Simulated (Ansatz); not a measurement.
Start from `C[Si](Cl)(Cl)[GeH3]` and change one atom or group to get `F[Si](Cl)(Cl)[GeH3]`.

Ansatz, PBE0-D4/def2-TZVP geometries, multiplicity 1. 

Scalar relativity is left out up to krypton.

```json
{"property": "size of the dipole moment (B3LYP/def2-TZVPP) / D", "`C[Si](Cl)(Cl)[GeH3]`": "1.90"}
{"property": "HOMO–LUMO gap (PBE/def2-TZVPP) / eV", "`C[Si](Cl)(Cl)[GeH3]`": "5.92"}
{"property": "HOMO energy (ωB97M-V/def2-TZVPP) / eV", "`C[Si](Cl)(Cl)[GeH3]`": "-10.04"}
{"property": "size of the dipole moment (ωB97M-V/def2-TZVPP) / D", "`C[Si](Cl)(Cl)[GeH3]`": "1.90"}
{"property": "LUMO energy (PBE/def2-TZVPP) / eV", "`C[Si](Cl)(Cl)[GeH3]`": "-0.92"}
{"property": "LUMO energy (B3LYP/def2-TZVPP) / eV", "`C[Si](Cl)(Cl)[GeH3]`": "-0.24"}
```

Problem. Give the same properties after the change, and the shifts. (An estimate is asked.)

Solution. Ansatz gave: 
```csv
property,`F[Si](Cl)(Cl)[GeH3]`,shift
size of the dipole moment (B3LYP/def2-TZVPP) / D,1.65,-0.25
HOMO–LUMO gap (PBE/def2-TZVPP) / eV,6.23,0.31
HOMO energy (ωB97M-V/def2-TZVPP) / eV,-10.70,-0.66
size of the dipole moment (ωB97M-V/def2-TZVPP) / D,1.66,-0.24
LUMO energy (PBE/def2-TZVPP) / eV,-1.25,-0.33
LUMO energy (B3LYP/def2-TZVPP) / eV,-0.57,-0.33
```

With PBE0 the HOMO falls by 0.67 eV and the LUMO falls by 0.35 eV, so the gap widens by about 0.32 eV. PBE moves the HOMO by -0.64 eV and ωB97M-V by -0.66 eV. The zero-point energy changes by -88.8 kJ/mol with -9 modes. Dipoles are sizes alone; their direction can turn.

Positive LUMOs are unbound, so they and the gaps depend on the basis.

B3LYP here is the variant with VWN-RPA as its local correlation; programs differ in this.
